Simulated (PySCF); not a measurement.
## BeH₂: from structure and modes to constants

Method: PySCF, PBE0, basis Be def2-TZVP, H def2-TZVP (no relativity, density fitting).

The singlet minimum has D∞h symmetry. Masses (u): Be 9.01218, H 1.00782.

```xyz
3
charge 0 multiplicity 1, angstrom
Be    0.0000    0.0000    0.0000
H     0.0000    0.0000    1.3388
H     0.0000    0.0000   -1.3388
```

Harmonic wavenumbers (cm⁻¹): 710.2 (πu, ×2), 2007.0 (σg+, ×1), 2224.1 (σu+, ×1).

Task: Find the vibrational entropy and heat capacity at 298.15 K.

Result: With u = 1.43878 ω/T, each mode gives S = R[u/(eᵘ−1) − ln(1−e⁻ᵘ)] and C = R u² eᵘ/(eᵘ−1)².
| ω (cm⁻¹) | u | S (J/(mol K)) | C (J/(mol K)) |
| --- | --- | --- | --- |
| 710.2 (×2) | 3.427 | 1.23 | 3.39 |
| 2007.0 | 9.685 | 0.01 | 0.05 |
| 2224.1 | 10.733 | 0.00 | 0.02 |
The sums over all modes are S = 2.5 and C = 6.8 J/(mol K); the softest mode gives 50 % of the entropy (each member, where degenerate).

Task: Give the standard entropy (298.15 K, 1 bar) by its translational, rotational, vibrational and spin parts, and Cp.

Result: Sackur–Tetrode with M = 11.03 u gives 138.8; rotation with symmetry number 2 gives 34.1; vibration 2.5; spin R ln 1 = 0.0. The total is 175.4 J/(mol K), and Cp = 7/2 R + 6.8 = 35.9 J/(mol K).

Task: Find the bond force constant k and the stretch–stretch coupling k′ of the valence force field.

Result: For linear XMX, 4π²c²ω(σg)² = (k + k′)/mX and 4π²c²ω(σu)² = (k − k′)(1 + 2mX/mM)/mX. So k + k′ = 2.392 and k − k′ = 2.400 mdyn/Å, giving k = 2.396 and k′ = -0.004 mdyn/Å.
